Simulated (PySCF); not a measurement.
Structure problem from calculated spectra and properties.

Formula: C6H18N3P.

* 1H NMR: chemical shifts (computed TMS as zero) by class: 2.42 (18 H) ppm [GIAO CAM-B3LYP/pcSseg-1]
* NMR, other nuclei: isotropic shieldings of nuclei other than C and H, by class: 215 (3 N), 179 (1 P) ppm [GIAO CAM-B3LYP/pcSseg-1]
* 13C NMR: chemical shifts (computed TMS as zero) by class: 37.8 (6 C) ppm [GIAO CAM-B3LYP/pcSseg-1]
* Dipole: 0.95 D [CAM-B3LYP/pcSseg-1]
* Rotational structure: rotational constants A, B, C: 1.182, 1.120, 0.765 GHz [PBE0-D3(BJ)/def2-SVP]

The electronic properties come from PySCF, for the isolated species, density fitting. Levels stand in brackets. The structure is a single PBE0-D3(BJ)/def2-SVP conformer in the gas phase; no vibrational or solvent corrections. Each NMR value is the plain mean over a class of atoms that symmetry, rotation or inversion makes alike.

Question: Propose a structure and show how it fits.

Answer: Numbering: `[CH3:1][N:2]([CH3:3])[P:4]([N:5]([CH3:6])[CH3:7])[N:8]([CH3:9])[CH3:10]`. 6 carbons fall into 1 class: N-methyl carbon [C1/C3/C6/C7/C9/C10] (37.8 ppm, 6 C, up to 7.4 ppm apart in this geometry). All hydrogens form one class (2.42 ppm): methyl hydrogen. The other shieldings belong to: 215 ppm, nitrogen bonded to 2 C and P [N2/N5/N8]; 179 ppm, three-coordinate phosphorus [P4]. The optimised geometry has point group Cs and is an asymmetric top. Structure: `CN(C)P(N(C)C)N(C)C`. The assignments are read from this structure; whether some other isomer fits the data as well wasn't checked.

Shape of the structure used: `[CH3:1][N:2]([CH3:3])[P:4]([N:5]([CH3:6])[CH3:7])[N:8]([CH3:9])[CH3:10]`: C1–N2–P4–N5 -153°, N2–P4–N5–C6 -169°, N2–P4–N8–C9 54°.
